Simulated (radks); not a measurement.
Spin polarisation of the 5s1 shell in Rb. Start: [Kr] 5s(up 0.5, down 0.5); electrons of 5s are moved from spin down to spin up, other shells keep equal spins. All-electron calculation, scalar-relativistic Kohn-Sham, PBE, spin-polarised, spherical densities, point nucleus. Program: a radial shooting solver on a logarithmic mesh with Libxc functionals.

moment (Bohr magnetons)  E - E(0) (eV)  e(5s up) (eV)  e(5s down) (eV)  4p down minus up (eV)
0                                0.000         -2.232           -2.232                  0.000
0.25                            -0.008         -2.294           -2.163                  0.021
0.5                             -0.033         -2.350           -2.091                  0.043
0.75                            -0.073         -2.398           -2.010                  0.065

At moment 0.75 the spin-polarisation energy is -0.073 eV and the 5s exchange splitting 0.388 eV, that is 0.517 eV per Bohr magneton; E = -I m^2/4 would give I = 0.519 eV.
